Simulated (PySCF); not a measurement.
# How methods differ on the ionisation energy of Cr⁺

Cr⁺ [Ar] 3d5 (6S) → Cr²⁺ [Ar] 3d4 (5D), as a difference of total energies. All numbers are calculated (PySCF 2.14, no relativity, point nucleus, in def2-QZVPPD). Correlated levels: valence and next inner shell: [Ne] frozen. The calculations carry no spin-orbit coupling.

```tsv
method	ionisation energy (eV)	difference from reference (eV)
UHF	15.118	-1.368
MP2 (valence and next inner shell)	16.826	+0.340
SCS-MP2 (valence and next inner shell)	16.144	-0.342
CCSD (valence and next inner shell)	16.452	-0.034
CCSD(T) (valence and next inner shell)	16.529	+0.043
```

Reference: 16.486 eV (measured; NIST Atomic Spectra Database, ionization energies).

These non-relativistic numbers lack the scalar-relativistic shift.

The reference lies between the lowest fine-structure levels, while these numbers refer to the centres of the terms.

Errors of the correlated levels include the incompleteness of this basis and the frozen core.
